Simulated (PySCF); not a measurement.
CH₃S (SMILES C[S]), doublet, geometry from GFN2-xTB; CCSD(T)/def2-SVP (PySCF).

Input for PySCF:
```python
from pyscf import gto, scf, cc

mol = gto.M(
    atom='''
C     0.01437225    1.10467196    0.00732222
S    -0.00894335   -0.68739846   -0.00455636
H     1.04719307    1.44329523    0.02596812
H    -0.50936900    1.45780609    0.89203890
H    -0.48096403    1.46924225   -0.88903858
''',
    basis='def2-svp',
    spin=1,
    verbose=4,
)

mf = scf.UHF(mol)
mf.kernel()

mycc = cc.CCSD(mf)
mycc.kernel()
et = mycc.ccsd_t()
print('E(CCSD(T)) = %.10f' % (mycc.e_tot + et))
```

It wrote (shortened):

```
PySCF version 2.14.0

[INPUT] verbose = 4
[INPUT] num. atoms = 5
[INPUT] num. electrons = 25
[INPUT] charge = 0
[INPUT] spin (= nelec alpha-beta = 2S) = 1
[INPUT] symmetry False subgroup None
[INPUT] Mole.unit = angstrom
[INPUT] Symbol           X                Y                Z      unit          X                Y                Z       unit  Magmom
[INPUT]  1 C      0.014372250000   1.104671960000   0.007322220000 AA    0.027159616294   2.087527461886   0.013836990424 Bohr   0.0
[INPUT]  2 S     -0.008943350000  -0.687398460000  -0.004556360000 AA   -0.016900482136  -1.298994827848  -0.008610272525 Bohr   0.0
[INPUT]  3 H      1.047193070000   1.443295230000   0.025968120000 AA    1.978908101842   2.727432701591   0.049072634770 Bohr   0.0
[INPUT]  4 H     -0.509369000000   1.457806090000   0.892038900000 AA   -0.962567906344   2.754854252823   1.685709213458 Bohr   0.0
[INPUT]  5 H     -0.480964030000   1.469242250000  -0.889038580000 AA   -0.908890292467   2.776465463140  -1.680039430372 Bohr   0.0

nuclear repulsion = 48.6782671624157
number of shells = 23
number of NR pGTOs = 81
number of NR cGTOs = 47
basis = def2-svp
ecp = {}

******** <class 'pyscf.scf.uhf.UHF'> ********
method = UHF
initial guess = minao
damping factor = 0
level_shift factor = 0
DIIS = <class 'pyscf.scf.diis.CDIIS'>
diis_start_cycle = 1
diis_space = 8
diis_damp = 0
SCF conv_tol = 1e-09
SCF conv_tol_grad = None
SCF max_cycles = 50
direct_scf = True
direct_scf_tol = 1e-13
number electrons alpha = 13  beta = 12
Set gradient conv threshold to 3.16228e-05
init E= -436.890266399241

cycle= 1 E= -436.912741615954  delta_E= -0.0225  |g|= 0.219  |ddm|= 1.49
cycle= 2 E= -436.95287880725  delta_E= -0.0401  |g|= 0.112  |ddm|= 0.324
cycle= 3 E= -436.960929529326  delta_E= -0.00805  |g|= 0.032  |ddm|= 0.121
cycle= 4 E= -436.962516081432  delta_E= -0.00159  |g|= 0.00804  |ddm|= 0.0526
cycle= 5 E= -436.962624946874  delta_E= -0.000109  |g|= 0.00268  |ddm|= 0.0157
cycle= 6 E= -436.962635375221  delta_E= -1.04e-05  |g|= 0.00084  |ddm|= 0.00539
cycle= 7 E= -436.962636372992  delta_E= -9.98e-07  |g|= 0.000257  |ddm|= 0.00179
cycle= 8 E= -436.962636486839  delta_E= -1.14e-07  |g|= 9.81e-05  |ddm|= 0.000621
cycle= 9 E= -436.962636509473  delta_E= -2.26e-08  |g|= 4.54e-05  |ddm|= 0.000309
cycle= 10 E= -436.962636515653  delta_E= -6.18e-09  |g|= 1.68e-05  |ddm|= 0.000212
cycle= 11 E= -436.962636516442  delta_E= -7.89e-10  |g|= 7.43e-06  |ddm|= 7.78e-05
Extra cycle  E= -436.962636516523  delta_E= -8.17e-11  |g|= 5.04e-06  |ddm|= 1.3e-05
converged SCF energy = -436.962636516523  <S^2> = 0.75896021  2S+1 = 2.0089402

******** <class 'pyscf.cc.uccsd.UCCSD'> ********
CC2 = 0
CCSD nocc = (np.int64(13), np.int64(12)), nmo = (47, 47)
max_cycle = 50
direct = 0
conv_tol = 1e-07
conv_tol_normt = 1e-06
diis_space = 6
diis_start_cycle = 0
diis_start_energy_diff = 1e+09
Init t2, MP2 energy = -0.263504471601367
Init E_corr(UCCSD) = -0.263504471626522
cycle = 1  E_corr(UCCSD) = -0.286556366228737  dE = -0.0230518946  norm(t1,t2) = 0.0571875
cycle = 2  E_corr(UCCSD) = -0.293270893457144  dE = -0.00671452723  norm(t1,t2) = 0.0183296
cycle = 3  E_corr(UCCSD) = -0.295866836010228  dE = -0.00259594255  norm(t1,t2) = 0.00816753
cycle = 4  E_corr(UCCSD) = -0.296141701449212  dE = -0.000274865439  norm(t1,t2) = 0.00198752
cycle = 5  E_corr(UCCSD) = -0.296061046319425  dE = 8.06551298e-05  norm(t1,t2) = 0.000984611
cycle = 6  E_corr(UCCSD) = -0.296065242915241  dE = -4.19659582e-06  norm(t1,t2) = 0.000268766
cycle = 7  E_corr(UCCSD) = -0.296067546971549  dE = -2.30405631e-06  norm(t1,t2) = 8.35073e-05
cycle = 8  E_corr(UCCSD) = -0.296066386619924  dE = 1.16035163e-06  norm(t1,t2) = 2.62139e-05
cycle = 9  E_corr(UCCSD) = -0.296066127617492  dE = 2.59002432e-07  norm(t1,t2) = 1.08039e-05
cycle = 10  E_corr(UCCSD) = -0.296065989151577  dE = 1.38465915e-07  norm(t1,t2) = 3.52203e-06
cycle = 11  E_corr(UCCSD) = -0.296065953620277  dE = 3.55313e-08  norm(t1,t2) = 1.64579e-06
cycle = 12  E_corr(UCCSD) = -0.296065930363241  dE = 2.32570359e-08  norm(t1,t2) = 9.13735e-07
UCCSD converged
E(UCCSD) = -437.2587024468865  E_corr = -0.2960659303632407
UCCSD(T) correction = -0.00731333578469201
E(CCSD(T)) = -437.2660157827
```
